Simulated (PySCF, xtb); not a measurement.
Si(F)2(OMe)(SH) (CH4F2OSSi), SMILES CO[Si](F)(F)S.

GFN2-xTB in xtb at its own geometry gives an orbital gap of 5.56 eV and a dipole moment of 3.41 D.

Geometry: PBE-D3(BJ)/def2-SVP. This is a generated structure with no PubChem entry under its InChIKey; it may be hypothetical. One conformer was computed; it need not be the lowest.

What does PBE/def2-TZVP (PySCF) give? (An estimate is asked for; the answer gives what the named calculation found.)

gap 5.99 eV (levels -6.95 and -0.96 eV), dipole 2.69 D.
